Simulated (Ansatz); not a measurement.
One change: `[OH][Hf]([OH])([OH])[Cl]` becomes `[OH][Hf]([OH])([F])[Cl]`.

Ansatz, PBE0-D4/def2-TZVP geometries, multiplicity 1. Each molecule was computed in one conformer, which needn't be the lowest.

Elements past krypton have def2 core potentials.

| property | `[OH][Hf]([OH])([OH])[Cl]` |
| --- | --- |
| HOMO energy (PBE0/def2-TZVPP) / eV | -8.62 |
| LUMO energy (PBE0/def2-TZVPP) / eV | -0.15 |
| HOMO–LUMO gap (B3LYP/def2-TZVPP) / eV | 7.85 |
| HOMO energy (B3LYP/def2-TZVPP) / eV | -8.33 |
| LUMO energy (B3LYP/def2-TZVPP) / eV | -0.48 |
| size of the dipole moment (B3LYP/def2-TZVPP) / D | 3.61 |

Q: What does the change do to each property? (An estimate is asked.)

A: Ansatz gave: 
```tsv
property	`[OH][Hf]([OH])([F])[Cl]`	shift
HOMO energy (PBE0/def2-TZVPP) / eV	-9.01	-0.39
LUMO energy (PBE0/def2-TZVPP) / eV	-0.31	-0.16
HOMO–LUMO gap (B3LYP/def2-TZVPP) / eV	8.08	0.23
HOMO energy (B3LYP/def2-TZVPP) / eV	-8.72	-0.39
LUMO energy (B3LYP/def2-TZVPP) / eV	-0.64	-0.16
size of the dipole moment (B3LYP/def2-TZVPP) / D	3.64	0.03
```

With PBE0 the HOMO falls by 0.39 eV and the LUMO falls by 0.16 eV, so the gap widens by about 0.23 eV. PBE moves the HOMO by -0.38 eV and ωB97M-V by -0.38 eV. The zero-point energy changes by -26.9 kJ/mol with -3 modes. Dipoles are sizes alone; their direction can turn.

B3LYP here is the variant with VWN-RPA as its local correlation; programs differ in this.
